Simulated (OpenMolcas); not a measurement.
Computed levels of 5d in ions with 69 electrons, in cm-1 above 2D 3/2.

```json
{
 "Program": "OpenMolcas 26.06",
 "Method": "RASSCF",
 "Basis": "ANO-RCC-VTZP",
 "Scalar Hamiltonian": "DKH2, point nucleus",
 "Spin-orbit coupling": "state interaction with AMFI integrals over the reference wave functions, term energies averaged over their components"
}
```

Active space for each ion: 7 electrons in 8 orbitals (RAS1 5p, at most 2 holes; RAS2 5d).

```
 Level  Ta4+   W5+   Os7+
2D 5/2  7689  9926  15028
```

Problem. Estimate 2D 5/2 for Re6+ from its neighbours W5+ and Os7+.

Solution. 2D 5/2 is fine structure, which grows about as the fourth power of a screened charge, so the fourth roots are averaged: ((9926^0.25 + 15028^0.25) / 2)^4 = 12279. The calculation gives 12182, so the estimate is off by +0.8 %.

Without dynamic correlation excited terms often stand tens of per cent too high (terms of higher spin than the ground term too low), and those without a measured partner can miss by more than the paired ones. Active for correlation alone: 5p; no level in the range computed is led by a configuration that opens it, so any true level of that kind is missing. Only configurations of the active space appear.
